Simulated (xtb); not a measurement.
F₂H₂SeSi, SMILES [SeH][SiH](F)F. All values are semi-empirical tight-binding results from xtb (GFN2-xTB unless named), good for trends rather than for accurate numbers. Geometry optimised at GFN2-xTB. One conformer was computed; it need not be the lowest.

The orbital gap is 4.54 eV. The zero-point energy is 13.2 kcal/mol. The G − E(el) at 298.15 K (modified RRHO) comes out as -6.5 kcal/mol, the static polarisability (D4 model) comes out as 64.3 bohr³ and the solvation energy, GFN2-xTB/ALPB(water) comes out as -0.3 kcal/mol. The solvation energy, GFN2-xTB/ALPB(dmso) is -2.3 kcal/mol.
